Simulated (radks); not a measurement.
Pb4+, configuration [Xe] 4f14 5d10. Method: non-relativistic Kohn-Sham, exchange-only B88, spin-polarised, spherical densities, point nucleus; relativity is left out, which matters for an element this heavy; computed with a radial shooting solver on a logarithmic mesh with Libxc functionals.

Normalised radial functions P(r) = r R(r), r in bohr:

```
   r/bohr * 5s, o 5p, + 5d (the largest magnitude, 1.24, reaches the edge; | marks zero, & curves that meet)
 0.001875                             & *
 0.002148                             & *
 0.002481                             & *
 0.002842                             &  *
 0.003283                             &  *
 0.003761                             &  *
 0.004343                             &  *
 0.004976                             +o  *
 0.005747                             +o  *
 0.006584                             +o  *
 0.007604                             +o  *
 0.008711                             +o   *
  0.01006                             + o *
  0.01153                             + o *
  0.01331                             +  o*
  0.01525                             +  &
  0.01761                             +  *o
  0.02018                             |&   o
   0.0233                             *+   o
   0.0267                            *|+    o
  0.03083                          *  |+    o
  0.03533                        *    | +    o
   0.0408                       *     |  +   o
  0.04674                      *      |  +  o
  0.05398                      *      |   +o
  0.06185                      *      |  o +
  0.07142                        *    |o    +
  0.08183                           & |      +
   0.0945                        o    | *     +
   0.1083                     o       |     * +
    0.125                    o        |      + *
   0.1433                    o        |    +    *
   0.1654                     o       |  +      *
   0.1895                         o  +|     *
   0.2189                         +   *o
   0.2508                     + *     |      o
   0.2896                 * +         |           o
   0.3318              *   +          |             o
   0.3832               *   +         |            o
   0.4391                     *+      |       o
   0.5071                            +o*
   0.5809                    o        |    +     *
   0.6709            o                |          +        *
   0.7686      o                      |               +        *
   0.8877   o                         |                   +      *
    1.017    o                        |                     +  *
    1.175        o                    |                   * +
    1.346            o                |              *   +
    1.554                 o           |        *      +
     1.78                      o      |    *       +
    2.056                         o   |  *     +
    2.356                           o |*    +
    2.721                            o*  +
    3.117                             & +
      3.6                             &+
    4.124                             &
```

5s: eigenvalue -152.07 eV, 4 radial nodes at r = 0.0235, 0.0876, 0.219, 0.501 bohr, <r> = 0.948 bohr, 90 % of the charge inside 1.35 bohr. 5p: eigenvalue -117.56 eV, 3 radial nodes at r = 0.0749, 0.211, 0.508 bohr, <r> = 1.02 bohr, 90 % of the charge inside 1.46 bohr. 5d: eigenvalue -61.593 eV, 2 radial nodes at r = 0.186, 0.525 bohr, <r> = 1.25 bohr, 90 % of the charge inside 1.87 bohr.
